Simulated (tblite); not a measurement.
Compound: C5H3FN2Se.
SMILES: `CC1=N[Se]C(C#N)=C1F`

Calculated harmonic vibrations of the isolated species, GFN2-xTB (tblite), most abundant isotopes, no scaling. This tight-binding method is rough: wavenumbers can miss measured ones by several per cent, in bad cases by 10 to 20.

Harmonic wavenumbers (cm⁻¹): 76.1, 94.1, 109.9, 219.1, 229.5, 239.7, 325.7, 375.2, 400.2, 439.9, 507.0, 531.5, 601.0, 610.0, 727.2, 858.7, 1008.2, 1021.2, 1040.1, 1208.3, 1366.2, 1388.4, 1439.6, 1450.6, 1468.8, 1535.4, 2351.6, 3010.0, 3021.8, 3070.1.

A = 1432, B = 1237, C = 666.5 MHz; mass 189.945 u (most abundant isotopes); point group Cs, symmetry number 1.

What is the zero-point energy?

Half the sum of the wavenumbers: 15363 cm⁻¹ = 183.77 kJ/mol.

Entropy at 298.15 K, 1 bar (ideal gas, RRHO, classical rotation)?

Translation 174.29, rotation 125.47, vibration 98.53: S = 398.3 J/(mol K).

And Cp and H(298.15 K) − H(0)?

Cp = 137.27 J/(mol K), of which vibrations give 104.02 (their classical limit is 30 R = 249.4); H(298.15 K) − H(0) = 26.07 kJ/mol without the zero-point energy, 16.15 from vibrations.

Which modes carry the vibrational entropy at 298.15 K?

76.1 cm⁻¹: 16.69; 94.1 cm⁻¹: 14.95; 109.9 cm⁻¹: 13.68; 219.1 cm⁻¹: 8.23; 229.5 cm⁻¹: 7.88; 239.7 cm⁻¹: 7.55 J/(mol K); the other 24 give 29.55 together.

Blend soft modes into free rotors: weight 1/[1 + (100 cm⁻¹/ν̃)⁴] for the oscillator and the rest for a rotor with moment μB/(μ + B), μ = h/(8π²ν), B = 10⁻⁴⁴ kg m². What vibrational entropy results?

93.53 J/(mol K) in place of 98.53, which changes −T·S at 298.15 K by +1.49 kJ/mol.

What must be added to the electronic energy to get the Gibbs energy at 298.15 K and 1 bar?

ZPE + [H(298.15 K) − H(0)] − T·S = 183.77 + 26.07 − 118.75 = 91.09 kJ/mol.

Hindered rotation and anharmonicity are outside this model.
